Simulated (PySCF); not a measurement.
# A survey of ¹⁹F NMR shifts

Theoretical values (PySCF 2.14): geometry from GFN2-xTB, shieldings: GIAO PBE0/pcSseg-1. A single conformation, one averaged value for each set of equivalent atoms, gas phase, non-relativistic Hamiltonian.

Shieldings were converted by a linear fit to measured shifts: ¹⁹F: δ = 146.13 − 0.903σ +14.6 on sp3 carbon (rms 6.0 ppm, 223 shifts, 7.0 ppm with the 5 outliers that the fit left out vs CFCl3, solution or neat liquid). Occasional misses reach two or three times the rms, and more in compound classes unlike the fitted ones.

**Question.** Give the ¹⁹F shifts of `C=C[C@@H](N)C(F)F`, `C=CC(=C)C(F)F`.

**Answer.** 
| compound | environment | δ (ppm) |
| --- | --- | --- |
| [CH2:1]=[CH:2][C@@H:3]([NH2:4])[CH:5]([F:6])[F:7] | F6: fluorine of a CF2 group | -117.0 |
| [CH2:1]=[CH:2][C@@H:3]([NH2:4])[CH:5]([F:6])[F:7] | F7: fluorine of a CF2 group | -129.8 |
| C=CC(=C)C(F)F | fluorine of a CF2 group (×2) | -123.8 |

**Question.** Order these by ¹⁹F shift, lowest first.
A. C[C@@H]1[C@H](F)C[P@H]1=O
B. Fc1cc(F)c(F)cc1F
C. COC(=O)OCOCF
D. C=CC(=C)C(F)F

**Answer.** A (-194.1 ppm, fluorine on an sp3 carbon), C (-166.0 ppm, fluorine on an sp3 carbon), B (-139.9 ppm, aryl fluorine), D (-123.8 ppm, fluorine of a CF2 group).
